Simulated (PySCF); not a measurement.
**S (sulfur, neutral) across methods**

[Ne] 3s1 3p4 4s1, high-spin 5P determinant (an excited configuration). All numbers are calculated (PySCF 2.14, the spin-free X2C one-electron Hamiltonian (Gaussian nucleus), in aug-cc-pVTZ-DK).

```tsv
method	E (hartree)	mean ε 3p α (eV)	mean ε 3p β (eV)	mean ε 4s α (eV)	Σ⟨r²⟩ (bohr²)	⟨S²⟩
LDA	-397.1784	-12.593	-9.688	-1.821	45.64	6.002
BHandHLYP	-398.5697	-15.440	-11.686	-2.411	45.88	6.005
LC-wPBE	-398.4522	-17.131	-13.552	-3.579	45.85	6.002
HSE06	-398.4567	-13.772	-10.317	-1.855	45.74	6.003
CAM-B3LYP	-398.5787	-15.429	-12.173	-2.808	45.74	6.003
PBE	-398.4118	-12.583	-9.718	-1.709	45.71	6.003
UHF	-397.98140	-18.358	-12.227	-3.207	46.40	6.010
r2SCAN	-398.5573	-13.227	-9.845	-1.740	46.04	6.006
PBE0	-398.4375	-14.189	-10.711	-2.180	45.80	6.003
```

The outer electron is Rydberg-like, and this basis confines it to a smaller radius and binds it less than a complete one would.
